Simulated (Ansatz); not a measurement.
Ansatz results at the PBE0-D4/def2-TZVP geometry: HOMO–LUMO gap (B3LYP/def2-TZVPP) 4.42 eV; HOMO–LUMO gap (PBE/def2-TZVPP) 2.75 eV; LUMO energy (B3LYP/def2-TZVPP) -2.34 eV.

**Question.** Which molecule gave them?
A. `FB1[SiH2][SiH2]1`
B. `C[AsH][AlH2]`
C. `[OH][GeH]([SH])[SeH]`
D. `C[BH][Al]([OH])[F]`

**Answer.** A. The others give `C[AsH][AlH2]`: 4.57, 3.23, -1.86; `C[BH][Al]([OH])[F]`: 4.99, 3.22, -2.54; `[OH][GeH]([SH])[SeH]`: 6.05, 4.50, -1.06.

B3LYP here is the variant with VWN-RPA as its local correlation; programs differ in this.
